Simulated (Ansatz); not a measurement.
`C=C([SiH3])C=S` + `CF` → `C=C(C=S)CF` + SiH₄  (formal exchange of groups at a C–Si bond)

Program: Ansatz. Geometries: PBE0-D4/def2-TZVP. ΔE: electronic, gas phase. CCSD(T)/CBS is the MP2 limit (def2-TZVPP, def2-QZVPP) plus CCSD(T) − MP2 in def2-TZVPP, frozen cores. This one scheme is used for every species. DFT in def2-TZVPP. B3LYP here is the variant with VWN-RPA as its local correlation; programs differ in this. One conformer a species, not always the lowest.

`C=C([SiH3])C=S`:

```xyz
11

C     0.907    0.955   -0.839
C    -0.021    0.198   -0.240
Si    0.440   -0.946    1.173
C    -1.428    0.279   -0.634
S    -2.010    0.708   -2.080
H     1.952    0.909   -0.555
H     0.629    1.653   -1.625
H    -0.317   -0.564    2.395
H     1.899   -0.834    1.422
H     0.091   -2.351    0.837
H    -2.140   -0.007    0.145
```

`CF`:

```xyz
5

C     0.029    0.039    0.036
F    -0.636   -0.851   -0.775
H     0.909   -0.451    0.459
H    -0.639    0.360    0.838
H     0.336    0.903   -0.558
```

`C=C(C=S)CF`:

```xyz
11

C    -0.126   -1.220    0.850
C    -0.106   -0.161    0.033
C    -1.125   -0.030   -0.986
S    -1.246    1.183   -2.052
C     0.938    0.905    0.128
F     1.826    0.635    1.146
H     0.621   -1.351    1.622
H    -0.897   -1.975    0.753
H    -1.854   -0.842   -1.001
H     1.495    0.978   -0.811
H     0.474    1.878    0.317
```

SiH₄:

Cartesian coordinates in Å:
```
Si 0.000 0.000 0.000
H -0.358 -1.391 0.376
H 1.235 0.404 0.718
H -1.110 0.914 0.371
H 0.233 0.072 -1.465
```

```tsv
level	ΔE (kJ/mol)
B3LYP-D4	-0.5
HF/def2-TZVPP	-2.5
MP2/def2-TZVPP	2.0
HF/def2-QZVPP	-1.8
```

Problem. What does CCSD(T)/CBS give? (Best estimate.)

Solution. Computed: +2.6 kJ/mol. The listed levels differ from it by -3.1, -5.1, -0.6, -4.4 kJ/mol.

Largest T1 diagnostic among the species: 0.016.
